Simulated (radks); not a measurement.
Polarisability of the niobium ion Nb+, [Kr] 4d4, at imaginary frequency. All-electron calculation, non-relativistic Kohn-Sham, PBE, spin-polarised, spherical densities, point nucleus; open shells are filled with parallel spins first (spin-orbit coupling, left out, can overturn this in heavy ions); relativity is left out, which matters for an element this heavy. Program: a radial shooting solver on a logarithmic mesh with Libxc functionals. Response by self-consistent Sternheimer equations with the Hartree and adiabatic LDA kernel.

| w (hartree) | alpha1(iw) (bohr^3) |
|---|---|
| 0.00266 | 26.26 |
| 0.0143 | 26.15 |
| 0.0360 | 25.57 |
| 0.0697 | 23.94 |
| 0.118 | 20.97 |
| 0.186 | 17.21 |
| 0.280 | 13.52 |
| 0.413 | 10.28 |
| 0.605 | 7.496 |
| 0.892 | 5.152 |
| 1.35 | 3.234 |
| 2.12 | 1.762 |
| 3.59 | 0.7872 |
| 6.94 | 0.2755 |
| 17.5 | 0.06555 |

Static values: alpha1 = 26.27 bohr^3 (3.892 angstrom^3; uncoupled 36.07). C6 = 168.2, triple-dipole C9 = 2848 atomic units. One-pole (London) frequency 4 C6 / (3 alpha1^2) = 0.325 hartree, against 0.378 for minus the highest occupied eigenvalue.
